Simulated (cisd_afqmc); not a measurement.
Input (AFQMC/CISD/cc-pV(D+d)Z; cisd_afqmc is a phaseless AFQMC code with CISD trial states that reads the integrals written by Ansatz): A basis named .json is the Basis Set Exchange file of that set.

Ansatz 0.2 input:
```python
import cisd_afqmc

open("ham.yaml", "w").write("""\
crystal:
  periodic: [false, false, false]
  atoms:
    - {symbol: Si, position_ang: [-0.41542269, -0.65454493, 0.93226803]}
    - {symbol: H, position_ang: [-1.40395001, -1.08587838, -0.18000646]}
    - {symbol: O, position_ang: [0.48218319, 0.38435165, 0.02808025]}
    - {symbol: C, position_ang: [0.37958048, 0.76256603, -1.33831514]}
    - {symbol: H, position_ang: [0.22638653, 1.84113880, -1.39726144]}
    - {symbol: H, position_ang: [1.31188262, 0.51217423, -1.84662504]}
    - {symbol: H, position_ang: [-0.45334987, 0.24598500, -1.82261061]}
basis:
  gaussian:
    orbitals: cc-pV_D+d_Z.json
magnetization: {spin_polarized: false}
correlation: {method: ccsd, electrons: outside_noble_gas, hamiltonian_folder: ham}
""")
rep = cisd_afqmc.ansatz("ham.yaml")
e_ccsd = rep["correlation"]["coupled_cluster"]["energy"]["hartree"]
out = cisd_afqmc.run("ham", e_ccsd, trial="CISD", walkers=100, populations=8, threads=8, dt=0.005, steps=40, early=24, settle=10, least=32,
    cut=5e-5, rank_cut=2e-4, target=0.0004, seconds=1500, seed=1, memory=17280, gpu=False)
```

Output:

```
orbitals 64, occupied [9], factors 378 of 688, rank of the doubles 206 of 495
E(HF) = -403.974867
E(CCSD) on the cut factors = -404.426838, shift to the whole factors -0.000015
Energy of the trial state on the determinant = -404.426798
  tau behind 7.2 of longer steps, mean of the populations' last blocks
   2.0  -404.44062
   4.0  -404.43991
   6.0  -404.44055
   8.0  -404.44176
  10.0  -404.44343
  12.0  -404.44379
  14.0  -404.44278
  16.0  -404.43970
  18.0  -404.44003
  20.0  -404.44283
  22.0  -404.44109
  24.0  -404.44237
  26.0  -404.44263
  28.0  -404.44216
  30.0  -404.44119
blocks 1287 (1 outliers left out), error by blocks joined: 1: 0.00022, 2: 0.00027, 4: 0.00033, 8: 0.00037, 16: 0.00039
E(AFQMC/CISD) = -404.44162 +/- 0.00039
```

 In a CCSD(T) run of this state the restricted determinant is unstable towards broken spin symmetry.

A triplet may lie lower; no result for it is given here.
